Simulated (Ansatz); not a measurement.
Input file for Ansatz (a quantum-chemistry and plane-wave program): R-B3LYP/def2-TZVPPD on CH2IN (a complex), monomers drawn apart or pushed together. Elements past Kr take the def2 small-core potentials; no spin–orbit coupling. Files ending in .json are basis or fitting sets from the Basis Set Exchange.

Ansatz 0.2 input:
```yaml
crystal:
  periodic: [false, false, false]
  atoms:
    - {symbol: C, position_ang: [1.10801620, -0.16739859, 1.03910764]}
    - {symbol: N, position_ang: [0.22939679, 0.01627081, 1.74955533]}
    - {symbol: H, position_ang: [1.92702125, -0.33863846, 0.37684495]}
    - {symbol: I, position_ang: [-4.10871745, 0.94985791, 5.27368522]}
    - {symbol: H, position_ang: [-2.86905446, 0.68003988, 4.26420222]}
basis:
  gaussian:
    orbitals: def2-TZVPPD.json
hamiltonian:
  xc: {name: B3LYP}
scf: {lower_state_search: off}
```

It printed:

```
WARN ansatz: RAYON_NUM_THREADS=1 ignored (pool sized by the plan → 1); use --threads N
Functional definition: B3LYP
these checks for a lower state are left out or cut short: stability, starts, cluster_reference, orbital_swaps, neighbouring_geometries, increment
integrals: 0.05 GiB planned
914 factors; their error is unknown
mean field: 0.55 GiB planned
mean field evaluation 1: about -10659.2523 eV, gradient 4.4e1 eV
mean field evaluation 2: about -10651.2016 eV, gradient 7.2e1 eV
mean field evaluation 4: about -10663.1709 eV, gradient 2.3e0 eV
mean field evaluation 8: about -10663.1821 eV, gradient 3.8e-2 eV
mean field evaluation 16: about -10663.3796 eV, gradient 1.7e-5 eV
mean field -10663.37959043 eV, -391.8719720499 hartree, gradient 6.3e-6 eV, S^2 0.000000; 0 other end points of the search recorded, 0 dependent functions left out
reference -10663.37987051 eV, -391.8719823427 hartree; 20, 20 occupied and 147, 147 virtual orbitals, 914 factors
Total energy: -10663.37987051 eV, -391.8719823427 hartree
Checks for a lower state left out: stability, starts, cluster_reference, orbital_swaps, neighbouring_geometries, increment
```

The calculation finished and met its thresholds.

Cost: very roughly 1.8 core-seconds.
